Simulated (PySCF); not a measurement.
Structure problem from calculated spectra and properties.

Formula: C6H12NP.

- NMR, other nuclei: isotropic shieldings of nuclei other than C and H, by class: 217 (1 N), 396 (1 P) ppm [GIAO KT2/pcSseg-1]
- UV, first state: lowest singlet excitation: 2.81 eV (441 nm, f = 0.004) [TDDFT B3LYP/def2-SVPD]
- Polarisability: 108.5 au [B3LYP/def2-SVPD]
- UV, strongest line: among the 10 lowest singlet transitions: S5 at 4.85 eV (256 nm, f = 0.043) [TDDFT B3LYP/def2-SVPD]
- Valence photoelectron: vertical ionisation energy: 6.54 eV [ΔSCF B3LYP/def2-SVPD]
- Rotational structure: rotational constants A, B, C: 2.479, 1.444, 1.025 GHz [PBE0-D3(BJ)/def2-SVP]
- Dipole: 2.48 D [B3LYP/def2-SVPD]
- 13C NMR: chemical shifts (computed TMS as zero) by class: 167.5 (2 C), 37.0 (2 C), 11.7 (1 C), 9.4 (1 C) ppm [GIAO KT2/pcSseg-1]

The electronic properties come from PySCF, for the isolated species, density fitting. Levels stand in brackets. The structure is a single PBE0-D3(BJ)/def2-SVP conformer in the gas phase; no vibrational or solvent corrections. NMR values are class means; diastereotopic atoms form classes of their own.

Problem. What is the compound? Reason from the data.

Solution. Numbering: `[CH3:1][CH:2]=[P:3]1([N:4]([CH3:5])[CH3:6])[CH:7]=[CH:8]1`. 6 carbons fall into 4 classes; from least to most shielded: alkene CH carbon [C7/C8] (167.5 ppm, 2 C, up to 23.4 ppm apart in this geometry), N-methyl carbon [C5/C6] (37.0 ppm, 2 C, up to 2.8 ppm apart in this geometry), methyl carbon [C1] (11.7 ppm), carbon bonded to C, P and H [C2] (9.4 ppm). The other shieldings belong to: 217 ppm, nitrogen bonded to 2 C and P [N4]; 396 ppm, phosphorus bonded to 3 C and N [P3]. S1 is mainly HOMO→LUMO (weight 0.99); the largest Löwdin shares of the orbital it empties are 0.45 on the carbon bonded to C, P and H, 0.17 on the phosphorus bonded to 3 C and N, 0.10 on the methyl carbon and 0.08 on an alkene CH carbon, of the orbital it fills 0.38 on an alkene CH carbon, 0.36 on an alkene CH carbon, 0.06 on a vinylic hydrogen and 0.06 on the phosphorus bonded to 3 C and N. The optimised geometry has point group C1 and is an asymmetric top. Structure: `CC=P1(N(C)C)C=C1`. Computed isomers that give other values at the same levels: `CC(C)P(C)CC#N` (rotational constant A: 3.279 GHz; this holds for the one conformer computed); `N=[P@]12CC[C@H](CC1)C2` (13C chemical shifts (computed TMS as zero) by class: 35.2 (1 C), 34.3 (1 C), 32.3 (2 C), 24.6 (2 C) ppm). The assignments are read from this structure; whether some other isomer fits the data as well wasn't checked.

Conformer computed: `[CH3:1][CH:2]=[P:3]1([N:4]([CH3:5])[CH3:6])[CH:7]=[CH:8]1`: C2–P3–N4–C5 150°.
